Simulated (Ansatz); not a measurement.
Ga₇P₈H₂₆⁺, a nanocrystal cut from zinc blende GaP (hydrogen-capped) was relaxed with r2SCAN-D4 (def2-SVP) in Ansatz in these states: charge +1 singlet, charge +2 doublet. The geometries follow in no particular order.

Single mean-field runs in def2-SVP are fitted with def2-universal-jkfit.

A:

Cartesian coordinates in Å:
```
Ga 4.093 0.676 -2.557
Ga 4.252 -1.232 1.129
Ga 0.874 -1.864 -1.254
Ga -1.755 -0.993 1.354
Ga 1.061 1.812 0.930
Ga -4.620 0.045 -1.538
Ga -3.449 2.794 1.366
P 2.244 -0.885 -2.932
P 2.461 -2.648 0.363
P -3.613 -1.565 -0.091
P 5.304 -0.651 -0.918
P 3.093 0.771 1.771
P -0.152 -0.057 -0.082
P -2.740 0.865 2.562
P -5.340 1.882 0.006
H 4.898 0.747 -3.877
H 3.462 1.810 -1.695
H 5.094 -1.868 2.262
H -0.135 -2.955 -1.718
H -1.353 -2.147 2.310
H 1.434 2.764 -0.235
H 0.218 2.173 2.200
H -6.170 -0.232 -1.673
H -3.587 0.675 -2.498
H -2.388 3.372 0.407
H -4.682 3.480 2.102
H 2.639 -1.964 -3.767
H 1.322 -0.263 -3.815
H 3.022 -3.862 -0.110
H 1.752 -3.150 1.486
H -3.124 -2.582 -0.953
H -4.615 -2.292 0.602
H 5.888 -1.835 -1.439
H 6.485 0.042 -0.548
H 4.088 1.784 1.741
H 2.964 0.649 3.179
H -0.960 0.563 -1.078
H -1.803 1.298 3.534
H -3.794 0.418 3.403
H -5.933 2.928 -0.749
H -6.437 1.500 0.821
```

B:

```xyz
41

Ga    1.5718   -3.9335    2.8989
Ga   -1.5749   -3.9209   -0.1045
Ga    1.5873   -1.2338   -0.6006
Ga   -1.1609    1.3078   -1.6394
Ga   -1.3078   -0.2316    2.0620
Ga    2.3227    3.5510   -1.8686
Ga   -0.8308    4.6032    0.8551
P     2.5017   -2.2927    1.3414
P     0.0978   -2.9060   -1.4906
P     0.5504    2.2936   -2.9697
P    -0.1981   -4.9453    1.5488
P    -2.5487   -2.0374    0.9717
P     0.0489    0.3686    0.1686
P    -2.1739    3.1996   -0.6150
P     0.9267    5.1421   -0.7129
H     2.6609   -5.0342    3.0471
H     0.8302   -3.1284    4.0003
H    -2.5399   -4.8706   -0.8639
H     2.6487   -0.8046   -1.6545
H    -2.1034    0.2888   -2.3534
H    -0.4195   -0.9471    3.1236
H    -2.3551    0.8959    2.3125
H     3.1641    4.2604   -2.9663
H     2.8555    2.5575   -0.7850
H    -0.2112    3.5909    1.8699
H    -1.6563    5.8771    1.1879
H     3.7743   -2.7663    0.9258
H     2.9379   -1.1971    2.1319
H     0.8417   -3.9449   -2.1101
H    -0.5383   -2.3706   -2.6410
H     1.1239    1.2426   -3.7335
H    -0.0639    3.0171   -4.0271
H     0.2908   -6.1133    0.9054
H    -1.1051   -5.5712    2.4441
H    -3.4818   -2.5919    1.8873
H    -3.4704   -1.5230    0.0216
H     0.8853    1.4314    0.6093
H    -3.3027    2.7129    0.0951
H    -2.8483    3.9408   -1.6225
H     1.8229    5.9843   -0.0025
H     0.4474    6.0988   -1.6472
```

Problem. Judge from the bond lengths which geometry belongs to which state (an estimate).

Solution. A is the charge +2 doublet (Ga6–P15 2.506 Å, Ga7–P15 2.501 Å, Ga7–P14 2.379 Å); B is the charge +1 singlet (Ga6–P15 2.412 Å, Ga7–P15 2.416 Å, Ga7–P14 2.436 Å).
